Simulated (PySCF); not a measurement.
**An excited-state table with gaps**

Species: InMe2(NH2), C2H8InN.
Bonds: In1–C2, In1–C6, In1–N10. Hydrogens: H3, H4, H5 on C2; H7, H8, H9 on C6; H11, H12 on N10.

The calculation used TDDFT PBE0/def2-SVPD, vertical, gas phase, core orbitals frozen in the response, def2 core potentials past Kr (PySCF 2.14.0, density-fitted response routines). Geometry: PBE0-D3(BJ)/def2-SVP; no solvent, vibrations or thermal averaging. Spin–orbit coupling is left out.

Lowest singlets, with some entries withheld (?).

| state | λ (nm) | f | main configurations (H = HOMO, L = LUMO) |
| --- | --- | --- | --- |
| S1 | 243.8 | 0.051 | H→L (92%) |
| S2 | 228.8 | 0.069 | H→L+1 (92%) |
| S3 | ? | ? | ? |
| S4 | 204.2 | 0.185 | H-1→L (92%) |
| S5 | ? | ? | ? |
| S6 | 188.3 | 0.017 | H-2→L+1 (90%) |
| S7 | 183.0 | 0.0000 | H→L+3 (93%) |
| S8 | 178.5 | 0.155 | H-2→L (88%) |
| S9 | 177.6 | 0.0089 | H→L+4 (89%) |
| S10 | 169.8 | 0.040 | H-1→L+2 (92%) |

(1) Fill in the withheld entries.

(2) What is the mean static polarisability from the same response equations?

(3) Where do the lowest triplets lie (Tamm–Dancoff)?

(4) How far apart are S2 and S4, in eV and cm⁻¹?

Answers

(1) 
- S3: λ = 222.5 nm; f = 0.0007; H-1→L+1 (93%)
- S5: λ = 191.8 nm; f = 0.017; H→L+2 (89%)

(2) 73.2 au (10.85 Å³), with principal values 57.6, 76.8 and 85.2 au.

(3) T1 4.38 eV, H→L+1 (91%); T2 4.73 eV, H→L (82%); T3 5.30 eV, H-1→L (84%); T4 5.32 eV, H-1→L+1 (92%). E(S1) − E(T1) = +0.71 eV.

(4) 6.073 − 5.419 = 0.654 eV, or about 5270 cm⁻¹.
